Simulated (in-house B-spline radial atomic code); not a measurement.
## RPA and G0W0 on SCAN: Sr⁸⁺

Configuration [Ar] 3d10 4s2, mean-field start SCAN. Computed with an all-electron radial atomic-structure program (B-spline basis): all electrons, non-relativistic, point nucleus, each spin shell either full or empty, empty states to l = 9 with an (l + 1/2)⁻⁴ tail; G0W0 by contour deformation at full frequency.

Without relativity these are model numbers: it shifts the levels of so heavy an element strongly and can reorder them.

Command:
```bash
python run_gw.py task.json out
```
Settings (radii: box in bohr, nucleus in fm):
```
Z                        38
electrons                30
configuration            [Ar] 3d10 4s2
hamiltonian              nr
method                   scan,scan
lmax                     9
spin_polarised           False
box_radius               7.7
intervals                49
ion_configuration        [Ar] 3d10 4s1
```

Run time, properties included: 3 s on 1 thread of Intel(R) Xeon(R) 6975P-C, on a shared host.

Energies (hartree):

| term | value |
| --- | --- |
| mean-field total | -3115.23892 |
| Hartree-Fock functional on these orbitals | -3113.46548 |
| direct second order | -2.5559 |
| second-order exchange | 0.7461 |
| SOSEX correction | 0.6906 |

Q: What is the RPA correlation energy, and what remains with SOSEX?

A: RPA gives -2.2733 hartree (-2.06 eV per electron); RPA + SOSEX gives -1.5827, and the second-order doubles -1.8098 hartree (no singles). RPA lacks exchange-type terms and so overcorrelates at short range.

Quasi-particle levels (eV):

```json
{"level": "4s", "occupied": "yes", "mean field": "-148.54", "Σx - vxc": "-5.26", "Σc": "?", "QP weight": "?", "G0W0": "?"}
{"level": "3d", "occupied": "yes", "mean field": "-259.69", "Σx - vxc": "-21.79", "Σc": "3.44", "QP weight": "0.962", "G0W0": "-278.04"}
{"level": "3p", "occupied": "yes", "mean field": "-385.75", "Σx - vxc": "-31.18", "Σc": "7.93", "QP weight": "0.866", "G0W0": "-409.00"}
{"level": "4p", "occupied": "no", "mean field": "-127.55", "Σx - vxc": "8.96", "Σc": "-1.96", "QP weight": "0.967", "G0W0": "-120.55"}
```

G0W0 = mean field + (Σx - vxc) + Σc, with Σc (partial-wave tail included) taken at the quasi-particle energy. Only the outer levels were computed. Levels of low weight are left out.

Q: Where does G0W0 put 4s?

A: At -156.57 eV, with Σc = -2.76 eV and a quasi-particle weight of 0.969. The tabulated removal energy is 158.33 ± 0.25 eV (NIST, semi-empirical); the calculation leaves out relativity, Breit and QED terms, and what these don't explain is the method's own error.

Q: What does it cost to remove one electron (to [Ar] 3d10 4s1) by differences of total energies, each species on its own start (correlation terms add to the Hartree-Fock functional)?

A: SCAN 155.69 eV, Hartree-Fock functional 153.50 eV, + RPA 156.41 eV, + RPA + SOSEX 155.73 eV, + second order 156.68 eV. Tabulated: 158.33 ± 0.25 eV (NIST, semi-empirical); the calculation leaves out relativity, Breit and QED terms, and what these don't explain is the method's own error.
